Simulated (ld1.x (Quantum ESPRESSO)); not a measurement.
Plane-wave convergence, TM potential for silicon

* Element: Si
* Generator: ld1.x (Quantum ESPRESSO) 7.5
* Type: norm-conserving Troullier–Martins (Kleinman–Bylander form)
* Functional: PBE
* Relativity: scalar-relativistic
* Frozen core: [Ne]
* Valence charge: 4
* Reference configuration: 3s2 3p2
* Partial waves: 3p (bound): rc 1.40 bohr; 3d channel at 0.4 Ry: rc 1.60 bohr; 3s (bound): rc 1.90 bohr
* Local potential: the s channel
* Core correction: none

The pseudo-atom Hamiltonian at the reference potential is diagonalised in spherical Bessel functions j_l(qr) that vanish at 20 bohr, with q² up to the cutoff. All-electron valence levels (Ry): 3p -0.3000, 3s -0.7947.

Question: How do the lowest levels (Ry) of each channel move with the cutoff, and are there ghosts?

Answer:

```tsv
cutoff (Ry)	p #1	p #2	d #1	d #2	s #1	s #2	f #1	Σ f·Δε (mRy)
8	-0.2808	0.0259	0.0551	0.1332	-0.7679	-0.0254	0.1093	91.9
15	-0.2817	0.0258	0.0549	0.1322	-0.7915	-0.0274	0.1093	43.0
25	-0.2831	0.0257	0.0547	0.1315	-0.7926	-0.0274	0.1093	38.1
40	-0.2932	0.0249	0.0546	0.1311	-0.7946	-0.0276	0.1093	13.8
55	-0.2992	0.0244	0.0546	0.1311	-0.7947	-0.0276	0.1093	1.7
80	-0.2998	0.0244	0.0546	0.1311	-0.7947	-0.0276	0.1093	0.4
400	-0.3000	0.0244	0.0546	0.1311	-0.7947	-0.0276	0.1093	0.0
```

Result: no extra level below or beside the all-electron valence levels (p, d, s, f tested); 10 mRy is reached at 45 Ry and 1 mRy at 60 Ry.
